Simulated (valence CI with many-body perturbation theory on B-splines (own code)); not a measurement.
# In²⁶⁺: E2, M1 decay

Method: relativistic CI+MBPT: five valence electrons over a frozen Dirac-Fock core [Ar], a basis of 7 s, 7 p, 8 d, 6 f, 4 g, 1 h functions for each j, with the one-electron correlation potential Σ1, the two-electron term Σ2, the three-electron term Σ3, Breit, model QED; selected CI, second order for the rest, scaled by the run's own slope (own B-spline code, finite nucleus).

The last digits are not significant, and no measured levels were compared; by estimate large intervals hold to a few tenths of a per cent, small ones and those within an open d or f shell to about a per cent. Only levels of the ground parity were solved; by the run's estimate the other parity begins above the list, which can be wrong where configurations are misplaced.

Lines 1 to 50 of 120 in falling wavelength, among levels below 63.786 eV, chosen from the decays that carry over 1 % of a level's rate. Wavelengths and rates use the calculated energies. Electric multipoles are in the length gauge, E1 and E2 with the static RPA response of the core. S is in atomic units (e²a₀⁴ for E2 and M2, e²a₀⁶ for E3), for M1 in squared Bohr magnetons. Weak lines are less certain than strong ones. Lines between different terms over intervals too small for the method are left out, as are lines whose strength nearly cancels.

Names give the largest LS component (configuration and term), which can be under half, so a name can repeat, a term be missing and a line seem to break the LS rules; names also repeat where a configuration has a term twice. Letters in brackets count levels of one name in rising energy.

```tsv
λ vac (Å)	Upper	Lower	Type	A (s⁻¹)	S (a.u.)
18730	3d⁵ ⁴G_11/2	3d⁵ ⁴G_7/2	E2	9.88e-09	2.44e-04
10400	3d⁵ ⁴G_9/2	3d⁵ ⁴G_11/2	M1	2.09e+01	8.74e+00
6688	3d⁵ ⁴G_9/2	3d⁵ ⁴G_7/2	M1	8.54e+01	9.47e+00
5260	3d⁵ ²I_13/2	3d⁵ ²I_11/2	M1	5.78e+01	4.37e+00
4906	3d⁵ ⁴P_1/2	3d⁵ ⁴P_3/2	M1	3.72e+02	3.26e+00
4654	3d⁵ ²D_3/2 [a]	3d⁵ ⁴F_5/2	M1	1.65e+02	2.47e+00
4164	3d⁵ ⁴D_3/2	3d⁵ ²D_5/2 [a]	M1	3.01e+02	3.23e+00
4008	3d⁵ ⁴F_7/2	3d⁵ ²F_5/2 [b]	M1	1.60e+02	3.05e+00
3069	3d⁵ ⁴D_7/2	3d⁵ ⁴G_9/2	M1	2.18e+02	1.87e+00
2956	3d⁵ ²G_7/2 [a]	3d⁵ ²F_5/2 [a]	M1	2.14e+02	1.64e+00
2920	3d⁵ ⁴D_7/2	3d⁵ ⁴G_5/2 [b]	M1	7.28e+02	5.37e+00
2736	3d⁵ ⁴G_7/2	3d⁵ ⁴G_5/2 [a]	M1	9.15e+02	5.55e+00
2604	3d⁵ ²H_9/2	3d⁵ ²G_9/2 [a]	M1	5.21e+02	3.41e+00
2548	3d⁵ ²G_9/2 [a]	3d⁵ ⁴D_7/2	M1	4.33e+02	2.65e+00
2467	3d⁵ ⁴P_3/2	3d⁵ ⁴G_5/2 [a]	M1	7.65e+02	1.70e+00
2189	3d⁵ ⁴F_7/2	3d⁵ ⁴F_5/2	M1	5.09e+02	1.58e+00
2167	3d⁵ ²G_9/2 [b]	3d⁵ ²G_7/2 [a]	M1	5.30e+02	2.00e+00
2103	3d⁵ ⁴D_7/2	3d⁵ ⁴G_7/2	M1	1.13e+03	3.12e+00
2056	3d⁵ ²F_5/2 [b]	3d⁵ ²F_5/2 [a]	M1	2.75e+02	5.31e-01
2051	3d⁵ ²G_7/2 [a]	3d⁵ ²G_9/2 [a]	M1	9.83e+01	2.51e-01
2025	3d⁵ ²D_3/2 [a]	3d⁵ ²F_5/2 [a]	M1	1.92e+02	2.36e-01
2006	3d⁵ ⁴G_5/2 [b]	3d⁵ ⁴G_5/2 [a]	M1	3.99e+03	7.17e+00
1996	3d⁵ ⁴F_7/2	3d⁵ ²H_9/2	M1	8.84e+02	2.08e+00
1981	3d⁵ ²D_5/2 [a]	3d⁵ ⁴P_3/2	M1	2.11e+02	3.64e-01
1972	3d⁵ ²H_9/2	3d⁵ ²F_7/2 [a]	M1	2.86e+02	8.13e-01
1956	3d⁵ ⁴F_5/2	3d⁵ ⁴D_3/2	M1	7.84e+02	1.31e+00
1951	3d⁵ ⁴D_1/2	3d⁵ ⁴P_1/2	M1	3.54e+03	1.95e+00
1846	3d⁵ ²F_5/2 [a]	3d⁵ ⁴D_7/2	M1	5.79e+02	8.10e-01
1836	3d⁵ ²D_5/2 [a]	3d⁵ ⁴G_7/2	M1	1.57e+03	2.16e+00
1834	3d⁵ ²H_11/2	3d⁵ ²H_9/2	M1	7.29e+02	2.00e+00
1824	3d⁵ ²H_9/2	3d⁵ ²I_11/2	M1	1.52e+02	3.41e-01
1814	3d⁵ ⁴F_5/2	3d⁵ ²F_7/2 [a]	M1	3.01e+03	4.00e+00
1806	3d⁵ ²F_7/2 [b]	3d⁵ ²F_5/2 [a]	M1	6.43e+02	1.12e+00
1804	3d⁵ ²I_11/2	3d⁵ ⁴G_9/2	M1	6.24e+02	1.63e+00
1770	3d⁵ ²G_9/2 [b]	3d⁵ ²H_9/2	M1	2.56e+03	5.26e+00
1680	3d⁵ ²F_7/2 [a]	3d⁵ ⁴G_9/2	M1	1.66e+03	2.33e+00
1638	3d⁵ ²G_7/2 [a]	3d⁵ ²F_7/2 [a]	M1	1.29e+03	1.68e+00
1634	3d⁵ ²F_7/2 [a]	3d⁵ ⁴G_5/2 [b]	M1	2.53e+02	3.27e-01
1612	3d⁵ ²F_5/2 [b]	3d⁵ ⁴F_3/2	M1	2.40e+03	2.23e+00
1593	3d⁵ ²D_3/2 [a]	3d⁵ ⁴F_3/2	M1	1.96e+03	1.18e+00
1564	3d⁵ ⁴F_3/2	3d⁵ ⁴P_1/2	M1	7.42e+02	4.21e-01
1537	3d⁵ ²I_11/2	3d⁵ ⁴G_11/2	M1	3.24e+03	5.24e+00
1534	3d⁵ ⁴D_3/2	3d⁵ ⁴G_5/2 [b]	M1	6.93e+02	3.71e-01
1422	3d⁵ ²F_7/2 [b]	3d⁵ ²G_9/2 [a]	M1	1.12e+03	9.54e-01
1396	3d⁵ ⁴D_1/2	3d⁵ ⁴P_3/2	M1	2.96e+03	5.98e-01
1377	3d⁵ ²D_3/2 [a]	3d⁵ ⁴D_3/2	M1	5.61e+02	2.17e-01
1359	3d⁵ ⁴F_7/2	3d⁵ ²F_5/2 [a]	M1	1.83e+03	1.36e+00
1342	3d⁵ ²F_7/2 [a]	3d⁵ ⁴G_7/2	M1	3.55e+02	2.55e-01
1342	3d⁵ ⁴D_3/2	3d⁵ ⁴P_3/2	M1	5.83e+02	2.09e-01
1331	3d⁵ ⁴F_5/2	3d⁵ ²D_5/2 [a]	M1	4.44e+03	2.33e+00
```
